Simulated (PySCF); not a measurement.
Spectra and structures to be paired. Level of theory: TDDFT PBE0/def2-SVPD, vertical, gas phase, core orbitals frozen in the response in PySCF 2.14.0, density-fitted response routines. Geometries: GFN2-xTB; one conformer of each isolated species. Triplets are in the Tamm–Dancoff approximation.

A. `C[Si](Cl)(Cl)[Si](Cl)(Cl)Cl`
B. `CC(O)=S`
C. `O=Cc1cnn([SiH3])n1`
D. `CC([P@H](=O)CC=C)=O`
E. `C=C[P@@](=O)(O)C1CC1`

Lowest singlet levels (six at most, fewer where fewer were computed) with oscillator strengths:

1. 5.83 eV (f 0.003); 6.46 eV (f 0.014); 7.02 eV (f 0.209); 7.13 eV (f 0.058); 7.35 eV (f 0.006); 7.62 eV (f 0.094); T1 4.33 eV
2. 3.41 eV (f 0.000); 5.57 eV (f 0.146); 6.02 eV (f 0.155); 6.78 eV (f 0.009); 6.87 eV (f 0.001); 6.93 eV (f 0.023); T1 3.02 eV
3. 3.61 eV (f 0.002); 4.96 eV (f 0.003); 5.66 eV (f 0.002); 5.78 eV (f 0.019); 6.08 eV (f 0.001); 6.49 eV (f 0.068); T1 3.01 eV
4. 6.32 eV (f 0.036); 6.37 eV (f 0.048); 7.06 eV (f 0.197); 7.24 eV (f 0.021); 7.25 eV (f 0.019); 7.33 eV (f 0.000); T1 5.53 eV
5. 3.84 eV (f 0.000); 5.53 eV (f 0.001); 5.72 eV (f 0.305); 5.97 eV (f 0.001); 6.21 eV (f 0.070); 6.39 eV (f 0.001); T1 3.25 eV

Question: Match each spectrum to its molecule.

Answer: 1 = E, 2 = B, 3 = D, 4 = A, 5 = C.
- A: S1 at 6.32 eV, HOMO→LUMO (97%); Löwdin shares by element: HOMO silicon 34%, chlorine 26% or more (atoms not listed hold the other 40%); LUMO (one of a set within 0.03 eV) silicon 48%, chlorine 22% or more (atoms not listed hold the other 30%); HOMO -8.51 and LUMO -1.02 eV; point group Cs, 1 of its 6 listed states under f = 0.0005.
- B: S1 at 3.41 eV, HOMO→LUMO (100%); S1 has the pattern of n→π* at C=S; HOMO -6.76 and LUMO -1.57 eV.
- C: S1 at 3.84 eV, HOMO→LUMO (96%); Löwdin shares by element: HOMO oxygen 62%, carbon 24% or more, hydrogen 9% or more; LUMO carbon 36% or more, oxygen 25%, nitrogen 19% or more (atoms not listed hold the other 20%); HOMO -7.83 and LUMO -1.90 eV.
- D: S1 at 3.61 eV, HOMO→LUMO (91%); Löwdin shares by element: HOMO oxygen 55%, carbon 12% or more, phosphorus 11% (atoms not listed hold the other 23%); LUMO carbon 44% or more, oxygen 31% or more, phosphorus 10%; HOMO -7.26 and LUMO -1.72 eV.
- E: S1 at 5.83 eV, HOMO→LUMO (96%); Löwdin shares by element: HOMO oxygen 51% or more, carbon 19% or more, phosphorus 13% (atoms not listed hold the other 17%); LUMO carbon 69% or more, phosphorus 8%, hydrogen 6% or more (atoms not listed hold the other 18%); HOMO -7.94 and LUMO -0.77 eV.
